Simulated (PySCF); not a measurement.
Compound: 4-(trifluoromethyl)benzyl alcohol, C8H7F3O.
Numbering: `[OH:1][CH2:2][c:3]1[cH:4][cH:5][c:6]([C:7]([F:8])([F:9])[F:10])[cH:11][cH:12]1` (hydrogens: H13 on O1; H14, H15 on C2; H16 on C4; H17 on C5; H18 on C11; H19 on C12)

Computed by this run: PySCF, PBE0-D3(BJ)/def2-SVP geometry optimisation, gas phase; density fitting, grid level 1; the optimiser is geomeTRIC in internal coordinates, started from a GFN2-xTB structure.

Step 0: E = -18574.8797 eV
```
atom  x, y, z in Å  |  force x, y, z in eV/Å
O1      3.3106    0.1428   -1.1941   -0.073  -0.112  -0.008
C2      2.7264   -0.3013    0.0031    0.019   0.334  -0.522
C3      1.2232   -0.1669    0.0411    0.498   0.022  -0.027
C4      0.5545   -0.1032    1.2585   -0.069  -0.031  -0.087
C5     -0.8213    0.0086    1.2974   -0.024  -0.016  -0.141
C6     -1.5392    0.0651    0.1082   -0.580   0.074   0.000
C7     -3.0352    0.1701    0.1726   -0.875  -0.037   0.110
F8     -3.4468    1.0820    1.0721    0.321  -0.173  -0.115
F9     -3.6099   -0.9936    0.5388    0.317   0.186  -0.061
F10    -3.5946    0.5118   -0.9965    0.343  -0.058   0.043
C11    -0.8843   -0.0015   -1.1129   -0.054   0.019   0.193
C12     0.4934   -0.1170   -1.1395    0.041  -0.049   0.002
H13     3.1166    1.0798   -1.3101   -0.041  -0.020   0.099
H14     2.9920   -1.3618    0.0781    0.078  -0.219   0.127
H15     3.1643    0.2163    0.8697    0.039  -0.016   0.273
H16     1.1149   -0.1428    2.1805    0.270   0.010   0.443
H17    -1.3408    0.0590    2.2421   -0.221   0.048   0.415
H18    -1.4472    0.0380   -2.0327   -0.261   0.032  -0.370
H19     1.0135   -0.1762   -2.0838    0.271   0.006  -0.373
```

Problem. Estimate the geometry and energy of step 1. (The exact step hangs on the optimiser's Hessian estimate; all steps are aligned on step 0, rigid shifts and turns removed.)

Solution. E = -18574.9161 eV, largest force 0.460 eV/Å
```
atom  x, y, z in Å  |  force x, y, z in eV/Å
O1      3.3103    0.0649   -1.2178    0.011   0.027  -0.028
C2      2.7302   -0.3225   -0.0087    0.017  -0.054   0.081
C3      1.2327   -0.1410    0.0424   -0.009   0.023  -0.005
C4      0.5616   -0.0410    1.2656    0.089  -0.024   0.061
C5     -0.8216    0.0757    1.3118   -0.064   0.035   0.056
C6     -1.5562    0.1091    0.1249   -0.018   0.019   0.030
C7     -3.0599    0.1385    0.1717    0.366  -0.215  -0.178
F8     -3.5172    0.8892    1.1719   -0.098   0.077   0.061
F9     -3.5429   -1.0990    0.3505   -0.139   0.046   0.020
F10    -3.5744    0.6012   -0.9709   -0.125   0.057   0.072
C11    -0.8954    0.0352   -1.0996   -0.059  -0.038  -0.070
C12     0.4891   -0.0951   -1.1383    0.035  -0.004  -0.050
H13     3.1448    1.0067   -1.3372    0.008   0.006  -0.006
H14     2.9607   -1.3965    0.1124   -0.004   0.045  -0.003
H15     3.1883    0.1885    0.8630   -0.008  -0.014  -0.028
H16     1.1339   -0.0579    2.1988   -0.023   0.009  -0.025
H17    -1.3347    0.1543    2.2736    0.006  -0.013  -0.035
H18    -1.4717    0.0684   -2.0270    0.023   0.001   0.023
H19     1.0127   -0.1696   -2.0945   -0.009   0.018   0.025
```

The energy changes by -0.0364 eV. The first-order estimate −F·Δx gives -0.1071 eV and the mean of the old and new forces, exact on a quadratic surface, -0.0436 eV. The step makes an angle of 82° with the force vector and moves no atom by more than 0.228 Å.

What follows is the cost of the whole optimisation. Hardware: one thread, Intel Xeon Platinum 8488C (x86_64), no GPU, on a shared host. Cost: 6.2 min wall, 0.89 GiB resident at most.
